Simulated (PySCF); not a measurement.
First SCF of a structure search on doublet TiOBr, at a hand-made bent geometry. PySCF input:

```python
from pyscf import gto, scf, dft
mol = gto.M(atom='''
Ti     0.000000     0.000000     0.000000
O     -1.425300     0.000000     0.998000
Br     2.047900     0.000000     1.433900''',
    basis={'Ti': 'def2-TZVP', 'O': 'def2-TZVP', 'Br': 'def2-TZVP'},
    charge=0, spin=1)
mf = dft.UKS(mol, xc='PBE0')
mf.grids.atom_grid = (50, 194)
aux = {'Ti': 'def2-universal-JKFIT', 'O': 'def2-universal-JKFIT', 'Br': 'def2-universal-JKFIT'}
mf = mf.density_fit(auxbasis=aux)
mf.conv_tol = 1e-08
mf.diis_space = 10
mf.max_cycle = 60
mf.init_guess = 'minao'
mf.verbose = 4
mf.kernel()
```

Excerpt of the output (cycles alone):

```
init E= -3497.05387183893
cycle= 1 E= -3497.82135063393  delta_E= -0.767  |g|= 1.04  |ddm|= 1.44
cycle= 2 E= -3478.08578810634  delta_E= 19.7  |g|=  6.7  |ddm|= 2.67
cycle= 3 E= -3493.35112845701  delta_E= -15.3  |g|= 3.41  |ddm|= 1.89
cycle= 4 E= -3497.77886905147  delta_E= -4.43  |g|= 1.32  |ddm|= 1.05
cycle= 5 E= -3497.4926565277  delta_E= 0.286  |g|= 1.59  |ddm|= 0.548
cycle= 6 E= -3497.82009309398  delta_E= -0.327  |g|= 1.27  |ddm|= 0.216
cycle= 7 E= -3498.09609651543  delta_E= -0.276  |g|= 0.874  |ddm|= 0.142
cycle= 8 E= -3498.3495329088  delta_E= -0.253  |g|= 0.146  |ddm|= 0.274
cycle= 9 E= -3498.35834120497  delta_E= -0.00881  |g|= 0.0172  |ddm|= 0.0854
cycle= 10 E= -3498.35898253655  delta_E= -0.000641  |g|= 0.00906  |ddm|= 0.0463
cycle= 11 E= -3498.35935164936  delta_E= -0.000369  |g|= 0.00729  |ddm|= 0.0373
cycle= 12 E= -3498.35976201339  delta_E= -0.00041  |g|= 0.00389  |ddm|= 0.0628
cycle= 13 E= -3498.3598914203  delta_E= -0.000129  |g|= 0.00189  |ddm|= 0.0429
cycle= 14 E= -3498.35990882413  delta_E= -1.74e-05  |g|= 0.00108  |ddm|= 0.0135
cycle= 15 E= -3498.35991185579  delta_E= -3.03e-06  |g|= 0.000387  |ddm|= 0.00664
cycle= 16 E= -3498.359912378  delta_E= -5.22e-07  |g|= 0.000184  |ddm|= 0.00157
cycle= 17 E= -3498.35991250063  delta_E= -1.23e-07  |g|= 7.12e-05  |ddm|= 0.00127
cycle= 18 E= -3498.3599125178  delta_E= -1.72e-08  |g|= 3.62e-05  |ddm|= 0.000446
cycle= 19 E= -3498.35991252003  delta_E= -2.23e-09  |g|= 1.63e-05  |ddm|= 9.82e-05
Extra cycle  E= -3498.35991251973  delta_E= 3.03e-10  |g|= 4.69e-05  |ddm|= 3.89e-05
converged SCF energy = -3498.35991251973  <S^2> = 0.77172912  2S+1 = 2.0216123
```

No lower solution of this spin was found from smeared starts or by a stability analysis within the unrestricted form.

Open d and f shells are described by one determinant, and the ground state may have another occupation or spin.

The search for the lowest solution, 3 starts and the stability check together, took 23 s on 4 threads of a shared Arm Neoverse V1 host, with 124 basis functions; the process peaked at 0.47 GiB. Launch command: `OMP_NUM_THREADS=4 python axn.py task.json out`.
